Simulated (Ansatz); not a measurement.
Reaction (cleavage of the In–Si bond): `[SiH3][InH][SeH]` + HCl → `[Cl][InH][SeH]` + SiH₄

Gas-phase electronic energies from Ansatz, PBE0-D4/def2-TZVP geometries. CCSD(T)/CBS is the MP2 limit (def2-TZVPP, def2-QZVPP) plus CCSD(T) − MP2 in def2-TZVPP, frozen cores. This one scheme is used for every species. Functionals use def2-TZVPP. B3LYP here is the variant with VWN-RPA as its local correlation; programs differ in this. HSE06 is defined as in plane-wave codes. Elements past krypton have def2 core potentials. For In, Se outer-core shells are correlated without core-valence functions, which leaves a few kJ/mol of doubt a bond. Scalar relativity is left out up to krypton. Each species was taken in one conformer, which may not be the lowest.

```csv
level,ΔE (kJ/mol),difference from CCSD(T)/CBS
LDA (SPW92),-70.3,19.3
PBE-D4,-76.6,13.0
r2SCAN-D4,-89.1,0.5
B97M-V,-93.9,-4.3
PBE0-D4,-81.3,8.3
B3LYP-D4,-90.4,-0.8
r2SCANh-D4,-89.2,0.4
r2SCAN0-D4,-89.6,0.0
HSE06-D4,-81.3,8.3
BHLYP-D4,-97.5,-7.9
CAM-B3LYP-D4,-93.6,-4.0
ωB97X-V,-92.7,-3.1
ωB97M-V,-91.0,-1.4
B2PLYP,-93.9,-4.3
PBE-QIDH,-88.6,1.0
PBE,-78.0,11.6
revPBE,-80.1,9.5
BLYP,-90.1,-0.5
r2SCAN,-89.6,0.0
PBE0,-82.7,6.9
B3LYP,-92.6,-3.0
r2SCANh,-89.8,-0.2
r2SCAN0,-90.2,-0.6
HSE06,-82.7,6.9
BHLYP,-100.4,-10.8
CAM-B3LYP,-95.3,-5.7
LC-ωPBE,-87.9,1.7
RPA@PBE/def2-TZVPP,-86.3,3.3
MP2/def2-SVP,-98.3,-8.7
CCSD/def2-SVP,-93.7,-4.1
HF/def2-TZVPP,-115.7,-26.1
MP2/def2-TZVPP,-90.9,-1.3
SCS-MP2/def2-TZVPP,-95.2,-5.6
CCSD/def2-TZVPP,-88.9,0.7
CCSD(T)/def2-TZVPP,-87.2,2.4
HF/def2-QZVPP,-116.4,-26.8
MP2/def2-QZVPP,-92.5,-2.9
SCS-MP2/def2-QZVPP,-96.8,-7.2
MP2/CBS(def2),-93.3,-3.7
CCSD/CBS(def2),-91.4,-1.8
CCSD(T)/CBS,-89.6,0
```

Largest T1 diagnostic among the species: 0.013.

From PBE to PBE0 (25 % exact exchange), in def2-TZVPP and without D4, ΔE moves by −4.6 kJ/mol. Leaving LDA and LC-ωPBE aside and taking each functional with its dispersion term where it has one, the values spread over 20.9 kJ/mol, from BHLYP-D4 to PBE-D4. LDA lies +7.7 kJ/mol from PBE without D4.

CCSD(T)/CBS has its own doubt, a few kJ/mol and more with outer-core shells, so smaller differences from it don't rank the levels.
